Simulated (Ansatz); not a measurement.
`[BH2][SnH2][OH]` + `OB1CO1` → `BOB1CO1` + `[OH][SnH3]` at 500 K and 1 bar (cleavage of the B–Sn bond).

Computed with Ansatz on PBE0-D4/def2-TZVP structures; ΔE is electronic, products minus reactants. CCSD(T)/CBS is the MP2 limit (def2-TZVPP, def2-QZVPP) plus CCSD(T) − MP2 in def2-TZVPP, frozen cores. def2 core potentials past Kr. For Sn outer-core shells are correlated without core-valence functions, which leaves a few kJ/mol of doubt a bond. One conformer a species, not always the lowest.

```tsv
species	CCSD(T)/CBS energy (Eh)	H − E (kJ/mol)	S (J/(mol·K))
`[BH2][SnH2][OH]`	-316.96213	162.3	389.6
`OB1CO1`	-215.03899	158.1	311.5
`BOB1CO1`	-240.45540	196.8	374.2
`[OH][SnH3]`	-291.59405	117.0	327.9
```

H − E and S are ideal-gas, rigid-rotor, harmonic terms from PBE0-D4/def2-TZVP, for one conformer and one mirror image of each species. 1 Eh = 2625.50 kJ/mol, R = 8.31446 J/(mol·K).

Q: By hand: ΔE, ΔH, ΔS and ΔG.

A: ΔE = (-240.45540) + (-291.59405) − (-316.96213) − (-215.03899) = -0.04833 Eh = -126.9 kJ/mol. Δ(H − E) = 196.8 + 117.0 − 162.3 − 158.1 = -6.6, so ΔH = -133.5 kJ/mol. ΔS = 374.2 + 327.9 − 389.6 − 311.5 = 1.0 J/(mol·K). ΔG = -133.5 − 500 × (1.0)/1000 = -134.0 kJ/mol.

Q: By hand: the equilibrium constant, and the temperature at which ΔG would vanish if ΔH and ΔS stayed fixed.

A: log₁₀ K = −ΔG/(RT ln 10) = 14.0. ΔH and −TΔS have one sign here, so there is no such temperature.

The number of gas molecules stays the same, so ΔS is small and ΔH decides. A doubt of 5 kJ/mol in ΔE shifts log₁₀ K by 0.5 here. Other conformers and mirror images would add mixing entropy, several J/(mol·K) or more a flexible species. Modes under 60 cm⁻¹, often nearly free rotors, make the harmonic entropy too high. These are equilibria of isolated gas molecules and say nothing of rates. Largest T1 diagnostic: 0.015 (customary marks: 0.02 for closed shells, 0.045 for open ones).

ΔS is within the doubt of such terms, so its sign, and with it that verdict, could turn.
